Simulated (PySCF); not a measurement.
# Shieldings and the share of exact exchange

Molecule: SMILES F[Si@@]([SiH3])(Cl)O[SiH3], ClFH$_{6}$OSi$_{3}$.

Geometry (Å), atoms numbered from 1 in this order:
```xyz
12

F    -0.419    0.597    2.170
Si   -0.376    0.578    0.552
Si   -2.463    0.075   -0.339
Cl    0.212    2.467   -0.031
O     0.753   -0.504    0.081
Si    2.395   -0.728   -0.155
H    -2.897   -1.286    0.093
H    -3.453    1.094    0.117
H    -2.345    0.121   -1.827
H     2.897    0.270   -1.141
H     3.117   -0.567    1.140
H     2.581   -2.108   -0.679
```

GIAO shieldings (ppm, equivalent atoms averaged) in PySCF 2.14 on the PBE0-D3(BJ)/def2-SVP geometry, basis pcSseg-1, gas phase, non-relativistic:

| functional | exact exchange (%) | σ(F1) | σ(Si2) | σ(Si6) | σ(Si3) |
| --- | --- | --- | --- | --- | --- |
| BLYP | 0 | 260.6 | 341.9 | 368.3 | 436.4 |
| BP86 | 0 | 259.6 | 348.2 | 370.9 | 445.0 |
| PBE | 0 | 257.4 | 348.6 | 372.2 | 448.5 |
| B3LYP | 20 | 278.7 | 354.8 | 380.0 | 445.9 |
| PBE0 | 25 | 280.9 | 364.9 | 387.4 | 459.4 |
| BHandHLYP | 50 | 301.0 | 375.6 | 399.2 | 460.6 |
| HF | 100 | 331.5 | 414.4 | 435.0 | 487.4 |

Task: Fit each shielding as a line in the percentage of exact exchange.

Result: σ(F1) = 261.0 + 0.73 x (rms 2.6 ppm); σ(Si2) = 345.3 + 0.67 x (rms 3.1 ppm); σ(Si6) = 369.8 + 0.64 x (rms 2.0 ppm); σ(Si3) = 442.7 + 0.43 x (rms 4.8 ppm). The functionals also differ in their semilocal parts, which the line can't hold; Hartree–Fock has no correlation at all.

Task: What does the line predict for mPW1PW91 (25 %), and what does the run give?

Result: σ(F1): 279.2 predicted, 282.7 computed; σ(Si2): 362.1 predicted, 364.2 computed; σ(Si6): 385.8 predicted, 386.0 computed; σ(Si3): 453.4 predicted, 455.8 computed ppm.
